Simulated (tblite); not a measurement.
C₂H₇NSi₂.
Numbering: `[N:1]#[C:2][SiH2:3][CH2:4][SiH3:5]` (hydrogens: H6, H7 on Si3; H8, H9 on C4; H10, H11, H12 on Si5)

Computed with GFN2-xTB (tblite), gas phase: Langevin dynamics at 200 K from the optimised GFN2-xTB geometry, time step 0.5 fs, friction 0.01 fs⁻¹, 2000 steps.

Start geometry:
```
atom  x, y, z in Å
N1     -1.957    2.478    0.626
C2     -1.752    1.366    0.441
Si3    -1.418   -0.446    0.128
C4      0.254   -0.567   -0.758
Si5     1.763    0.091    0.205
H6     -2.529   -0.911   -0.712
H7     -1.416   -1.101    1.438
H8      0.431   -1.613   -1.015
H9      0.188   -0.032   -1.707
H10     2.960   -0.091   -0.621
H11     1.572    1.508    0.510
H12     1.906   -0.682    1.441
```

The statistics below take the 31 frames saved every 25 fs from 250 to 1000 fs; their kinetic temperature (all 3N coordinates) averages 195 K.

**Question.** How do the bond lengths spread?

**Answer.** 
| bond | start (Å) | mean (Å) | standard deviation (Å) | shortest (Å) | longest (Å) |
| --- | --- | --- | --- | --- | --- |
| N1≡C2 | 1.146 | 1.146 | 0.015 | 1.115 | 1.177 |
| C2–Si3 | 1.869 | 1.875 | 0.042 | 1.799 | 1.976 |
| Si3–C4 | 1.896 | 1.902 | 0.036 | 1.830 | 1.987 |
| C4–Si5 | 1.907 | 1.918 | 0.028 | 1.865 | 1.973 |
| Si3–H6 | 1.468 | 1.472 | 0.023 | 1.413 | 1.526 |
| Si3–H7 | 1.465 | 1.473 | 0.034 | 1.413 | 1.527 |
| C4–H8 | 1.091 | 1.094 | 0.024 | 1.053 | 1.144 |
| C4–H9 | 1.092 | 1.093 | 0.016 | 1.063 | 1.135 |
| Si5–H10 | 1.466 | 1.469 | 0.024 | 1.426 | 1.524 |
| Si5–H11 | 1.461 | 1.469 | 0.038 | 1.393 | 1.530 |
| Si5–H12 | 1.465 | 1.473 | 0.041 | 1.397 | 1.545 |

**Question.** Give the same statistics for bond angles, one of each kind.

**Answer.** 
```tsv
angle	start (°)	mean (°)	standard deviation (°)	smallest (°)	largest (°)
N1–C2–Si3	179.7	173.4	3.8	162.2	179.2
C2–Si3–C4	107.3	107.4	3.9	98.3	115.2
C2–Si3–H6	105.5	105.9	5.3	95.9	117.3
C2–Si3–H7	106.5	105.5	6.0	97.2	121.7
C4–Si3–H6	112.3	112.6	5.8	103.1	124.5
C4–Si3–H7	112.9	112.5	4.9	103.8	119.6
H6–Si3–H7	111.8	111.8	6.6	97.2	125.4
Si3–C4–Si5	116.1	115.9	2.7	109.2	120.6
Si3–C4–H8	108.3	108.4	3.0	101.7	114.9
Si3–C4–H9	108.7	108.3	3.9	100.5	114.3
Si5–C4–H8	108.7	108.7	3.9	100.4	117.3
H8–C4–H9	106.0	106.7	4.9	95.5	114.7
C4–Si5–H10	108.6	108.4	3.1	99.2	112.9
H10–Si5–H11	110.2	110.3	5.9	98.7	123.0
```

**Question.** How far does each atom move about its mean position (frames aligned on the start, all atoms weighted alike), and what rms force does it feel?

**Answer.** 
| atom | rms displacement (Å) | rms force (eV/Å) |
| --- | --- | --- |
| N1 | 0.32 | 1.90 |
| C2 | 0.18 | 2.04 |
| Si3 | 0.10 | 1.32 |
| C4 | 0.11 | 1.31 |
| Si5 | 0.09 | 1.26 |
| H6 | 0.28 | 0.51 |
| H7 | 0.29 | 0.64 |
| H8 | 0.24 | 0.84 |
| H9 | 0.26 | 0.63 |
| H10 | 0.34 | 0.45 |
| H11 | 0.42 | 0.75 |
| H12 | 0.42 | 0.76 |

The displacements run from 0.09 to 0.42 Å.

**Question.** Follow the torsion C2–Si3–C4–Si5 through every second one of these frames.

**Answer.** 
```json
{"t (fs)": "250", "C2–Si3–C4–Si5 (°)": "61"}
{"t (fs)": "300", "C2–Si3–C4–Si5 (°)": "66"}
{"t (fs)": "350", "C2–Si3–C4–Si5 (°)": "53"}
{"t (fs)": "400", "C2–Si3–C4–Si5 (°)": "52"}
{"t (fs)": "450", "C2–Si3–C4–Si5 (°)": "43"}
{"t (fs)": "500", "C2–Si3–C4–Si5 (°)": "27"}
{"t (fs)": "550", "C2–Si3–C4–Si5 (°)": "23"}
{"t (fs)": "600", "C2–Si3–C4–Si5 (°)": "26"}
{"t (fs)": "650", "C2–Si3–C4–Si5 (°)": "35"}
{"t (fs)": "700", "C2–Si3–C4–Si5 (°)": "45"}
{"t (fs)": "750", "C2–Si3–C4–Si5 (°)": "62"}
{"t (fs)": "800", "C2–Si3–C4–Si5 (°)": "64"}
{"t (fs)": "850", "C2–Si3–C4–Si5 (°)": "52"}
{"t (fs)": "900", "C2–Si3–C4–Si5 (°)": "53"}
{"t (fs)": "950", "C2–Si3–C4–Si5 (°)": "57"}
{"t (fs)": "1000", "C2–Si3–C4–Si5 (°)": "66"}
```

Largest departure from the start value over all these frames: C2–Si3–C4–Si5 38° (start 62°).

The run is classical and short, so these are rough statistics of one trajectory.

The cost below is that of the whole dynamics run. The run took 7.8 s of wall time on Arm Neoverse V2, one thread, no GPU, on a shared host, and the process peaked at 0.19 GiB of memory.
